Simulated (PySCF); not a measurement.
## P³⁺ (phosphorus, charge +3) across methods

[Ne] 3s2, closed-shell 1S. Computed with PySCF 2.14 in aug-cc-pwCVDZ (6s5p3d, 36 functions), with the non-relativistic Hamiltonian (point nucleus).

| method | E (hartree) | mean ε 2s (eV) | mean ε 2p (eV) | mean ε 3s (eV) | Σ⟨r²⟩ (bohr²) | ⟨S²⟩ |
| --- | --- | --- | --- | --- | --- | --- |
| LDA | -337.7608 | -210.80 | -163.27 | -45.678 | 8.890 | 0.000 |
| PBE0 | -338.9064 | -219.95 | -169.23 | -46.889 | 8.907 | 0.000 |
| PBE | -338.8772 | -211.64 | -163.23 | -45.563 | 8.899 | 0.000 |
| UHF | -338.55393 | -243.52 | -185.95 | -49.881 | 9.003 | 0.000 |
| BHandHLYP | -339.0611 | -228.13 | -175.29 | -48.158 | 8.937 | 0.000 |
| M06-2X | -339.0364 | -226.43 | -174.96 | -48.481 | 8.884 | 0.000 |
| r2SCAN | -338.9979 | -216.02 | -165.59 | -45.738 | 8.927 | 0.000 |
| r2SCAN0 | -338.9991 | -223.05 | -170.93 | -46.994 | 8.929 | 0.000 |
| B3LYP | -339.0583 | -218.29 | -168.29 | -46.752 | 8.910 | 0.000 |
